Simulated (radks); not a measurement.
Problem. Valence configurations of Ar III (all share [Ne]). Calculated with a radial shooting solver on a logarithmic mesh with Libxc functionals: scalar-relativistic Kohn-Sham, SCAN, spin-polarised, spherical densities, finite nucleus; open shells are filled with parallel spins first; meta-GGA in the generalised Kohn-Sham scheme; Fermi nuclear charge, rms radius 3.4274 fm. Order these by energy: 3s1.5 3p4.5; 3s2 3p4; 3p6; 3s1 3p5; 3s0.5 3p5.5.

Solution. From the lowest, in eV above it: 3s2 3p4 0.000; 3s1.5 3p4.5 7.902; 3s1 3p5 15.699; 3s0.5 3p5.5 25.047; 3p6 33.518. NIST lists [Ne] 3s2 3p4 as the ground configuration; this level of theory agrees among the configurations tried. The energies are those of spherical high-spin densities, not of single terms.
